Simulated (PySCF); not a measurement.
Record of a relaxation.

Species: C2H9ClSi2.
SMILES with atom numbers: `[SiH3:1][CH2:2][CH2:3][SiH2:4][Cl:5]` (hydrogens: H6, H7, H8 on Si1; H9, H10 on C2; H11, H12 on C3; H13, H14 on Si4)

Method: PBE0-D3(BJ)/def2-SVP geometry optimisation, gas phase (PySCF 2.14.0); density fitting, grid level 1; the optimiser is geomeTRIC in internal coordinates, started from a GFN2-xTB structure. The frame can shift and turn from step to step; on so coarse a grid that alone can change the energy by a few meV, and forces under 0.02 eV/Å are noise.

Step 0: E = -30476.3122 eV, largest atomic force 1.373 eV/Å
```
atom  x, y, z in Å  |  force x, y, z in eV/Å
Si1    -1.722   -0.044    0.919    0.476  -0.543  -0.626
C2     -0.593   -0.881   -0.361    0.040   0.458   0.129
C3      0.389    0.057   -1.071    0.167  -0.136   0.520
Si4     1.798    0.739    0.010   -0.910   0.152  -1.016
Cl5     2.595   -0.774    1.082    0.470  -0.954   0.659
H6     -2.732   -1.016    1.345   -0.443  -0.324   0.249
H7     -0.953    0.408    2.080    0.287   0.212   0.484
H8     -2.379    1.106    0.291   -0.274   0.477  -0.193
H9     -1.224   -1.356   -1.117   -0.305  -0.154  -0.120
H10    -0.035   -1.689    0.117    0.088  -0.309   0.264
H11    -0.164    0.892   -1.506   -0.053   0.465  -0.195
H12     0.836   -0.479   -1.914    0.284  -0.045  -0.217
H13     2.855    1.282   -0.845    0.367   0.273  -0.297
H14     1.330    1.755    0.948   -0.193   0.429   0.359
```

Step 1: E = -30476.4136 eV, largest atomic force 0.524 eV/Å
```
atom  x, y, z in Å  |  force x, y, z in eV/Å
Si1     1.319    0.576    1.573   -0.058   0.041   0.018
C2      2.423   -0.241    0.273   -0.005  -0.104   0.014
C3      3.411    0.682   -0.448    0.026   0.053  -0.057
Si4     4.804    1.394    0.600    0.109  -0.383   0.207
Cl5     5.650   -0.189    1.710   -0.191   0.400  -0.281
H6      0.276   -0.384    2.051    0.050  -0.004  -0.026
H7      2.109    1.045    2.754    0.011  -0.012  -0.027
H8      0.631    1.764    0.973    0.012  -0.009   0.013
H9      1.754   -0.720   -0.465    0.003   0.036   0.040
H10     2.967   -1.068    0.762   -0.014   0.032   0.003
H11     2.882    1.536   -0.913    0.058  -0.004   0.032
H12     3.889    0.143   -1.287    0.020   0.025   0.052
H13     5.873    1.983   -0.257   -0.020  -0.034   0.003
H14     4.331    2.423    1.570   -0.002  -0.039   0.010
```

Step 2: E = -30476.4221 eV, largest atomic force 0.275 eV/Å
```
atom  x, y, z in Å  |  force x, y, z in eV/Å
Si1     1.324    0.580    1.573   -0.022   0.021   0.011
C2      2.422   -0.242    0.273    0.007  -0.020  -0.016
C3      3.410    0.681   -0.450   -0.029   0.009  -0.030
Si4     4.795    1.389    0.601    0.113  -0.202   0.149
Cl5     5.647   -0.182    1.690   -0.086   0.191  -0.133
H6      0.290   -0.385    2.054    0.009  -0.011  -0.001
H7      2.124    1.049    2.747    0.005  -0.002  -0.002
H8      0.632    1.767    0.976    0.004  -0.002   0.007
H9      1.749   -0.721   -0.459   -0.007   0.010   0.002
H10     2.967   -1.067    0.765   -0.003   0.009   0.006
H11     2.886    1.539   -0.911    0.010   0.005   0.001
H12     3.895    0.146   -1.286    0.010  -0.007   0.013
H13     5.859    1.982   -0.256   -0.005   0.007  -0.013
H14     4.318    2.407    1.579   -0.006  -0.006   0.006
```

Step 3: E = -30476.4242 eV, largest atomic force 0.032 eV/Å
```
atom  x, y, z in Å  |  force x, y, z in eV/Å
Si1     1.324    0.582    1.577    0.010  -0.007  -0.003
C2      2.419   -0.241    0.274    0.004   0.030  -0.010
C3      3.407    0.680   -0.450   -0.019   0.004   0.009
Si4     4.796    1.384    0.599    0.024  -0.015   0.014
Cl5     5.667   -0.174    1.663    0.005  -0.010  -0.003
H6      0.296   -0.390    2.058   -0.003  -0.004   0.007
H7      2.128    1.049    2.747    0.000   0.000   0.007
H8      0.628    1.769    0.985   -0.002   0.000   0.003
H9      1.742   -0.718   -0.456   -0.003  -0.004  -0.006
H10     2.962   -1.066    0.767   -0.002  -0.009   0.004
H11     2.887    1.541   -0.908    0.001   0.004  -0.012
H12     3.894    0.146   -1.285   -0.002  -0.014  -0.001
H13     5.847    1.989   -0.265   -0.009   0.020  -0.009
H14     4.319    2.391    1.589   -0.004   0.004   0.000
```

Step 4: E = -30476.4242 eV, largest atomic force 0.034 eV/Å
```
atom  x, y, z in Å  |  force x, y, z in eV/Å
Si1     1.324    0.582    1.581    0.008  -0.007  -0.002
C2      2.418   -0.240    0.276   -0.002   0.022  -0.002
C3      3.405    0.680   -0.449   -0.005   0.001   0.010
Si4     4.798    1.383    0.597   -0.004   0.020  -0.016
Cl5     5.680   -0.176    1.646    0.015  -0.029   0.009
H6      0.299   -0.392    2.064   -0.001  -0.001   0.005
H7      2.130    1.049    2.751    0.000  -0.001   0.004
H8      0.627    1.768    0.992   -0.002   0.000   0.003
H9      1.740   -0.716   -0.454   -0.001  -0.003  -0.002
H10     2.961   -1.065    0.768   -0.001  -0.006  -0.002
H11     2.885    1.543   -0.906    0.003   0.001  -0.009
H12     3.890    0.146   -1.286   -0.004  -0.009   0.000
H13     5.840    1.998   -0.273   -0.006   0.014  -0.002
H14     4.321    2.385    1.592    0.001  -0.002   0.003
```

Step 5: E = -30476.4242 eV, largest atomic force 0.026 eV/Å
```
atom  x, y, z in Å  |  force x, y, z in eV/Å
Si1     1.325    0.580    1.585    0.003  -0.003   0.001
C2      2.417   -0.239    0.277   -0.005   0.010   0.004
C3      3.404    0.681   -0.450    0.002   0.002   0.005
Si4     4.799    1.383    0.593   -0.010   0.016  -0.017
Cl5     5.687   -0.178    1.635    0.010  -0.015   0.001
H6      0.301   -0.395    2.069    0.002  -0.001   0.002
H7      2.132    1.047    2.754    0.002  -0.002   0.001
H8      0.626    1.767    0.998   -0.001  -0.001   0.004
H9      1.738   -0.715   -0.452    0.000  -0.001   0.001
H10     2.961   -1.065    0.767   -0.002  -0.002  -0.004
H11     2.883    1.544   -0.906    0.004   0.000  -0.007
H12     3.885    0.147   -1.287   -0.004  -0.004   0.003
H13     5.835    2.004   -0.279   -0.005   0.007   0.001
H14     4.324    2.382    1.592    0.003  -0.006   0.004
```

Question: Summarise the path.

Answer: The energy falls by 0.1121 eV from step 0 to step 5; nine tenths of that is first reached at step 1. It falls at every step. The largest force goes from 1.373 to 0.026 eV/Å. Among the bonds Si4–Cl5 changes most, from 2.018 to 2.077 Å; the atoms move by 0.049 Å rms after alignment.

The cost below is that of the whole optimisation. Cost: about 1.6 min of CPU time on one thread; the machine was shared, so the figure is rough.
